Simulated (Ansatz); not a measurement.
`[SiH3]C(Cl)I` + `N[SiH](F)F` → `N[Si](F)(F)[SiH3]` + `ClCI`  (formal exchange of groups at the Si–C bond)

Calculated with Ansatz (gas phase, PBE0-D4/def2-TZVP geometries, no zero-point term in ΔE). CCSD(T)/CBS adds triple-zeta CCSD(T) − MP2 to the extrapolated MP2 energy (def2 sets, frozen cores). This one scheme is used for every species. Functionals use def2-TZVPP. Elements past krypton have def2 core potentials. For I outer-core shells are correlated without core-valence functions, which leaves a few kJ/mol of doubt a bond. Each species was taken in one conformer, which may not be the lowest.

`[SiH3]C(Cl)I`:

Cartesian coordinates in Å:
```
Si 0.860 -0.479 -0.133
C -0.835 0.278 0.225
Cl -1.973 -0.136 -1.063
I -0.609 2.402 0.466
H 1.369 0.106 -1.394
H 1.763 -0.166 1.002
H 0.696 -1.949 -0.267
H -1.271 -0.056 1.164
```

`N[SiH](F)F`:

Z-matrix (Å, degrees):
```
Si
F 1 1.586
F 1 1.591 2 104.6
N 1 1.684 2 108.1 3 122.7
H 1 1.470 2 111.4 3 -115.3
H 4 1.006 1 121.4 2 160.3
H 4 1.007 1 122.6 2 -42.8
```

`N[Si](F)(F)[SiH3]`:

Z-matrix (Å, degrees):
```
Si
F 1 1.593
F 1 1.598 2 104.5
N 1 1.690 2 106.0 3 -120.6
Si 1 2.334 2 112.3 3 116.6
H 4 1.006 1 122.0 2 -172.4
H 4 1.008 1 121.7 2 32.0
H 5 1.489 1 108.6 2 169.7
H 5 1.485 1 110.9 2 -70.5
H 5 1.486 1 109.9 2 50.9
```

`ClCI`:

Cartesian coordinates in Å:
```
Cl 0.963 -1.117 -0.901
C 0.133 0.143 -0.008
I -1.799 -0.427 0.699
H -0.016 0.999 -0.658
H 0.719 0.402 0.868
```

```json
{"level": "r2SCAN-D4", "ΔE (kJ/mol)": "0.6"}
{"level": "B97M-V", "ΔE (kJ/mol)": "-2.8"}
{"level": "BHLYP-D4", "ΔE (kJ/mol)": "6.7"}
{"level": "ωB97X-V", "ΔE (kJ/mol)": "1.6"}
{"level": "r2SCAN0", "ΔE (kJ/mol)": "2.1"}
{"level": "CAM-B3LYP", "ΔE (kJ/mol)": "0.9"}
{"level": "MP2/def2-SVP", "ΔE (kJ/mol)": "18.8"}
{"level": "MP2/def2-QZVPP", "ΔE (kJ/mol)": "21.2"}
```

Question: What does CCSD(T)/CBS give? (Estimate.)

Answer: Ansatz gave: +11.0 kJ/mol. The listed levels differ from it by -10.4, -13.8, -4.3, -9.4, -8.9, -10.1, 7.8, 10.2 kJ/mol.

Largest T1 diagnostic among the species: 0.012.

From BLYP to BHLYP (50 % exact exchange), in def2-TZVPP and without D4, ΔE moves by +8.7 kJ/mol. The D4 term adds +3.9 kJ/mol with B3LYP and +1.8 kJ/mol with PBE0; it sums over pairs of atoms, weighted by their polarisabilities, and B3LYP, whose exchange is more repulsive, gets the larger term.

B3LYP here is the variant with VWN-RPA as its local correlation; programs differ in this.
